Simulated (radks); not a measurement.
Species: the dysprosium ion Dy3+. Configuration: [Xe] 4f9.

Calculated with a radial shooting solver on a logarithmic mesh with Libxc functionals: Dirac Kohn-Sham, RPBE, spin-unpolarised, spherical densities, point nucleus; open shells are shared between the two j in proportion to 2j + 1.

Energy parts (eV):
| part | energy |
|---|---|
| total | -331082.72 |
| kinetic | 363256.79 |
| electron-nucleus | -814438.02 |
| Hartree | 127279.13 |
| exchange-correlation | -7180.63 |

Orbitals (lengths in bohr, moments of r in powers of bohr; r(90%) holds 90 % of the orbital's charge):
1s1/2: occ. 2; eigenvalue (eV) -53636.99; r(90%) 0.0382
2s1/2: occ. 2; eigenvalue (eV) -8954.169; r(90%) 0.139
2p1/2: occ. 2; eigenvalue (eV) -8515.857; r(90%) 0.123
2p3/2: occ. 4; eigenvalue (eV) -7715.714; r(90%) 0.132
3s1/2: occ. 2; eigenvalue (eV) -2019.063; r(90%) 0.344
3p1/2: occ. 2; eigenvalue (eV) -1828.208; r(90%) 0.336
3p3/2: occ. 4; eigenvalue (eV) -1662.035; r(90%) 0.355
3d3/2: occ. 4; eigenvalue (eV) -1334.700; r(90%) 0.327
3d5/2: occ. 6; eigenvalue (eV) -1298.424; r(90%) 0.332
4s1/2: occ. 2; eigenvalue (eV) -425.7239; r(90%) 0.761
4p1/2: occ. 2; eigenvalue (eV) -350.4308; r(90%) 0.785
4p3/2: occ. 4; eigenvalue (eV) -313.2061; r(90%) 0.829
4d3/2: occ. 4; eigenvalue (eV) -189.3287; r(90%) 0.904
4d5/2: occ. 6; eigenvalue (eV) -182.5655; r(90%) 0.920
4f5/2: occ. 3.85714; eigenvalue (eV) -35.1021; r(90%) 1.37
4f7/2: occ. 5.14286; eigenvalue (eV) -34.1556; r(90%) 1.39
5s1/2: occ. 2; eigenvalue (eV) -78.1351; r(90%) 1.83
5p1/2: occ. 2; eigenvalue (eV) -57.1918; r(90%) 2.06
5p3/2: occ. 4; eigenvalue (eV) -52.0375; r(90%) 2.19

The highest occupied level is 4f7/2 at -34.156 eV. Summed over all electrons, <r^2> = 34.21 bohr^2, which gives a Langevin (diamagnetic) susceptibility term of -27.1 x 10^-6 cm^3/mol. The density falls to 0.001 e/bohr^3 at r = 3.20 bohr.
